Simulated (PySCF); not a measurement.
C₃H₄Cl₂, SMILES CC=C(Cl)Cl.

Geometry: B3LYP-D3(BJ)/def2-SVP.

The numbers are results of TDA-PBE/def2-SVPD (PySCF 2.14.0), not measurements.

Vertical excitations. Isolated molecule, no solvent. State labels are in the subgroup Cs.

Computed lowest excited states:
```csv
state,symmetry,energy (eV),λ (nm),f,main pairs
S1,A",5.28,235,0.000,HOMO→LUMO+1 99 %
S2,A",5.83,213,0.001,HOMO→LUMO+2 99 %
S3,A",6.24,199,0.000,HOMO−1→LUMO 100 %
S4,A',6.40,194,0.372,HOMO→LUMO 81 %
S5,A",6.51,191,0.006,HOMO→LUMO+3 98 %
S6,A',6.75,184,0.005,"HOMO−1→LUMO+1 60 %, HOMO−2→LUMO 38 %"
S7,A",6.85,181,0.000,HOMO→LUMO+4 100 %
S8,A",7.00,177,0.000,HOMO−3→LUMO 100 %
S9,A',7.08,175,0.117,"HOMO−2→LUMO 55 %, HOMO−1→LUMO+1 36 %"
S10,A",7.19,172,0.000,HOMO−2→LUMO+1 95 %
T1,A',3.95,314,0,HOMO→LUMO 98 %
T2,A",4.81,258,0,HOMO→LUMO+1 100 %
T3,A",5.56,223,0,HOMO→LUMO+2 99 %
T4,A",6.14,202,0,HOMO−1→LUMO 100 %
```
Triplets are in the Tamm–Dancoff approximation.
